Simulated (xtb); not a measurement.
ClZn, doublet, geometry from GFN2-xTB (such geometries of metal compounds can be far from the true shape) (the spin is typed, not shown lowest); GFN1-xTB (xtb 6.7.1).

Here is a job for xtb.
```
$ xtb mol.xyz --gfn 1 --uhf 1 --opt --json

# file mol.xyz
2

Zn    -0.00000000    -0.00000000    -0.79897282
Cl     0.00000000     0.00000000     1.40995204
```

Output, abridged:

```
   ID    Z sym.   atoms
    1   30 Zn     1
    2   17 Cl     2

           -------------------------------------------------
          |                Calculation Setup                |
           -------------------------------------------------

           -------------------------------------------------
          |                 G F N 1 - x T B                 |
           -------------------------------------------------

          ...................................................
          :                      SETUP                      :
          :.................................................:
          :  # basis functions                  14          :
          :  # atomic orbitals                  13          :
          :  # shells                            5          :
          :  # electrons                         9          :
          :  # halogen bonds                     0          :
          :  max. iterations                   250          :
          :  Hamiltonian                  GFN1-xTB          :
          :  restarted?                      false          :
          :  GBSA solvation                  false          :
          :  PC potential                    false          :
          :  electronic temp.          300.0000000     K    :
          :  accuracy                    1.0000000          :
          :  -> integral cutoff          0.2500000E+02      :
          :  -> integral neglect         0.1000000E-07      :
          :  -> SCF convergence          0.1000000E-05 Eh   :
          :  -> wf. convergence          0.2000000E-04 e    :
          :  Broyden damping             0.4000000          :
          :  net charge                          0          :
          :  unpaired electrons                  1          :
          ...................................................

 iter      E             dE          RMSdq      gap      omega  full diag
   1     -5.0604211 -0.506042E+01  0.357E+00    5.43       0.0  T
   2     -5.0624313 -0.201018E-02  0.235E+00    5.55       1.0  T
   3     -5.0624478 -0.164645E-04  0.560E-01    5.57       1.0  T
   4     -5.0624616 -0.137746E-04  0.619E-03    5.56      11.4  T
   5     -5.0624616 -0.523062E-07  0.410E-03    5.56      17.3  T
   6     -5.0624616 -0.168783E-08  0.198E-04    5.56     357.5  T
   7     -5.0624616 -0.301794E-10  0.973E-08    5.56  100000.0  T

   *** convergence criteria satisfied after 7 iterations ***

         :::::::::::::::::::::::::::::::::::::::::::::::::::::
         ::                     SUMMARY                     ::
         :::::::::::::::::::::::::::::::::::::::::::::::::::::
         :: total energy              -5.060290883544 Eh    ::
         :: gradient norm              0.010094000175 Eh/a0 ::
         :: HOMO-LUMO gap              5.561029218919 eV    ::
         ::.................................................::
         :: SCC energy                -5.062461614498 Eh    ::
         :: -> electrostatic           0.005756455265 Eh    ::
         :: repulsion energy           0.002554577902 Eh    ::
         :: dispersion energy         -0.000383846948 Eh    ::
         :: halogen bond corr.         0.000000000000 Eh    ::
         :: add. restraining           0.000000000000 Eh    ::
         :: total charge              -0.000000000000 e     ::
         :::::::::::::::::::::::::::::::::::::::::::::::::::::

      -----------------------------------------------------------
     |                   =====================                   |
     |                        A N C O P T                        |
     |                   =====================                   |
     |               Approximate Normal Coordinate               |
     |                Rational Function Optimizer                |
      -----------------------------------------------------------
      -----------------------------------------------------------
     |                   =====================                   |
     |                        A N C O P T                        |
     |                   =====================                   |
     |               Approximate Normal Coordinate               |
     |                Rational Function Optimizer                |
      -----------------------------------------------------------

          ...................................................
          :                      SETUP                      :
          :.................................................:
          :   optimization level            normal          :
          :   max. optcycles                   200          :
          :   ANC micro-cycles                  20          :
          :   degrees of freedom                 1          :
          :.................................................:
          :   RF solver                   davidson          :
          :   write xtbopt.log                true          :
          :   linear (good luck)              true          :
          :   energy convergence         0.5000000E-05 Eh   :
          :   grad. convergence          0.1000000E-02 Eh/α :
          :   maxmium RF displ.          1.0000000          :
          :   Hlow (freq-cutoff)         0.1000000E-01      :
          :   Hmax (freq-cutoff)         5.0000000          :
          :   S6 in model hess.         20.0000000          :
          ...................................................

generating ANC from exact Hessian ...
Using Lindh-Hessian (1995)
 Shifting diagonal of input Hessian by    0.0000000000000000
 Lowest  eigenvalues of input Hessian
    0.000000    0.000000    0.000000    0.000000    0.000000    0.157086
 Highest eigenvalues
    0.000000    0.000000    0.000000    0.000000    0.000000    0.157086

........................................................................
.............................. CYCLE    1 ..............................
[...]
 * total energy  :    -5.0602909 Eh     change        0.0000000E+00 Eh
 * total energy  :    -5.0606507 Eh     change       -0.3598098E-03 Eh
 * total energy  :    -5.0606588 Eh     change       -0.8146771E-05 Eh
 * total energy  :    -5.0606597 Eh     change       -0.8848251E-06 Eh
   *** GEOMETRY OPTIMIZATION CONVERGED AFTER 4 ITERATIONS ***
[...]
Zn           0.00000000000000        0.00000000000000       -0.82758815752038
Cl           0.00000000000000        0.00000000000000        1.43856737752038

 Bond Distances (Angstroems)
 ---------------------------
Zn1-Cl2=2.2662       Cl2-Zn1=2.2662
 Zn Cl Rav=2.2662 sigma=0.0000  Rmin=2.2662  Rmax=2.2662     1

 selected bond angles (degree)
 --------------------

 selected dihedral angles (degree)
 ---------------------------------

           -------------------------------------------------
          |                Final Singlepoint                |
           -------------------------------------------------

          ...................................................
          :                      SETUP                      :
          :.................................................:
          :  # basis functions                  14          :
          :  # atomic orbitals                  13          :
          :  # shells                            5          :
          :  # electrons                         9          :
          :  # halogen bonds                     0          :
          :  max. iterations                   250          :
          :  Hamiltonian                  GFN1-xTB          :
          :  restarted?                      false          :
          :  GBSA solvation                  false          :
          :  PC potential                    false          :
          :  electronic temp.          300.0000000     K    :
          :  accuracy                    1.0000000          :
          :  -> integral cutoff          0.2500000E+02      :
          :  -> integral neglect         0.1000000E-07      :
          :  -> SCF convergence          0.1000000E-05 Eh   :
          :  -> wf. convergence          0.2000000E-04 e    :
          :  Broyden damping             0.4000000          :
          :  net charge                          0          :
          :  unpaired electrons                  1          :
          ...................................................

 iter      E             dE          RMSdq      gap      omega  full diag
   1     -5.0619020 -0.506190E+01  0.299E-11    5.62       0.0  T
   2     -5.0619020  0.888178E-15  0.129E-11    5.62  100000.0  T
   3     -5.0619020 -0.177636E-14  0.374E-12    5.62  100000.0  T

   *** convergence criteria satisfied after 3 iterations ***

         :::::::::::::::::::::::::::::::::::::::::::::::::::::
         ::                     SUMMARY                     ::
         :::::::::::::::::::::::::::::::::::::::::::::::::::::
         :: total energy              -5.060659724958 Eh    ::
         :: gradient norm              0.000009142148 Eh/a0 ::
         :: HOMO-LUMO gap              5.622636957254 eV    ::
         ::.................................................::
         :: SCC energy                -5.061901960724 Eh    ::
         :: -> electrostatic           0.006226926014 Eh    ::
         :: repulsion energy           0.001631216766 Eh    ::
         :: dispersion energy         -0.000388981000 Eh    ::
         :: halogen bond corr.         0.000000000000 Eh    ::
         :: add. restraining           0.000000000000 Eh    ::
         :: total charge              -0.000000000000 e     ::
         :::::::::::::::::::::::::::::::::::::::::::::::::::::

           -------------------------------------------------
          |                Property Printout                |
           -------------------------------------------------

    * Orbital Energies and Occupations

         #    Occupation            Energy/Eh            Energy/eV
      -------------------------------------------------------------
         1        2.0000           -0.8731550             -23.7598
         2        2.0000           -0.4896647             -13.3245
         3        2.0000           -0.4571006             -12.4383
         4        2.0000           -0.4571006             -12.4383
         5        1.0000           -0.3775797             -10.2745 (HOMO)
         6                         -0.1709516              -4.6518 (LUMO)
         7                         -0.1709516              -4.6518
         8                         -0.0076593              -0.2084
         9                         -0.0076593              -0.2084
        10                         -0.0069882              -0.1902
        11                         -0.0013252              -0.0361
        12                         -0.0013252              -0.0361
        13                          0.0365070               0.9934
      -------------------------------------------------------------
                  HL-Gap            0.2066281 Eh            5.6226 eV
             Fermi-level           -0.3458029 Eh           -9.4098 eV

  Mulliken/CM5 charges         n(s)   n(p)   n(d)
     1Zn    0.30250  0.34020   1.366  0.331  0.000
     2Cl   -0.30250 -0.34020   1.924  5.379 -0.001

Wiberg/Mayer (AO) data.
largest (>0.10) Wiberg bond orders for each atom

 ---------------------------------------------------------------------------
     #   Z sym  total        # sym  WBO       # sym  WBO       # sym  WBO
 ---------------------------------------------------------------------------
     1  30 Zn   1.036 --     2 Cl   1.036
     2  17 Cl   1.036 --     1 Zn   1.036
 ---------------------------------------------------------------------------

Topologies differ in total number of bonds
Writing topology from bond orders to xtbtopo.mol

 dipole moment from electron density (au)
     X       Y       Z
  -0.0000  -0.0000  -1.4608  total (Debye):    3.713

optimized geometry written to: xtbopt.xyz

           -------------------------------------------------
          | TOTAL ENERGY               -5.060659724958 Eh   |
          | GRADIENT NORM               0.000009142148 Eh/α |
          | HOMO-LUMO GAP               5.622636957254 eV   |
           -------------------------------------------------

normal termination of xtb
```
